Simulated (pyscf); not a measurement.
**F–C•=C(F)–F (SMILES F[C]=C(F)F), doublet**

Gas-phase minimum from PySCF at ωB97X-D3(BJ)/def2-SVP, one conformer. Other isomers of F–C•=C(F)–F were not searched in full and may lie lower. 

```xyz
5

F      1.6939     0.7810    -0.8993
C      0.6704     0.4359    -0.1724
C      0.4604    -0.6772     0.5073
F     -0.6309    -0.8987     1.2070
F      1.3047    -1.6917     0.5687
```
Charge 0, spin multiplicity 2.

Bond lengths (Å): F1–C2 1.302, C2–C3 1.321, C3–F4 1.315, C3–F5 1.321. Angles (°): F1–C2–C3 129.5, C2–C3–F4 123.2, C2–C3–F5 124.7, F4–C3–F5 112.1.

Properties at ωB97X-D3(BJ)/def2-SVP:

```
Item                                                                                                                                                                 Value
---------------------------------------------------------------------------------------------------------------------  ---------------------------------------------------
Harmonic wavenumbers, unscaled                                                                                         211, 277, 492, 528, 625, 950, 1289, 1362, 1913 cm⁻¹
Zero-point energy                                                                                                                                            10.9 kcal/mol
Rotational symmetry number                                                                                                                                               1
Entropy of this conformer at 298 K and 1 atm, rigid rotor and harmonic oscillator, modes under 100 cm⁻¹ raised to 100                                      298.3 J/(mol K)
Dipole moment                                                                                                                                                       0.31 D
Spin expectation value S2                                                                                                                                            0.762
```

Single-point totals, which compare only within one level (frozen core for MP2 and CC):

```json
[
 {"level": "ωB97X-D3(BJ)/def2-TZVP", "total energy (hartree)": "-375.79830"},
 {"level": "PBE/def2-TZVP", "total energy (hartree)": "-375.39510"},
 {"level": "r²SCAN/def2-TZVP", "total energy (hartree)": "-375.60015"},
 {"level": "B3LYP-D3(BJ)/def2-TZVP", "total energy (hartree)": "-375.76383"},
 {"level": "PBE0-D3(BJ)/def2-TZVP", "total energy (hartree)": "-375.39017"},
 {"level": "M06-2X/def2-TZVP", "total energy (hartree)": "-375.62734"},
 {"level": "ωB97M-D3(BJ)/def2-TZVP", "total energy (hartree)": "-375.83024"},
 {"level": "UHF/def2-TZVPP", "total energy (hartree)": "-374.08721"},
 {"level": "MP2/def2-TZVPP", "total energy (hartree)": "-375.08411"},
 {"level": "CCSD/def2-TZVPP", "total energy (hartree)": "-375.10520"},
 {"level": "CCSD(T)/def2-TZVPP", "total energy (hartree)": "-375.14160"}
]
```

The CCSD(T) − MP2 part came from Ansatz, without density fitting, on the same reference. A UHF reference is spin-contaminated (<S²> up to 0.96), which harms MP2 most.
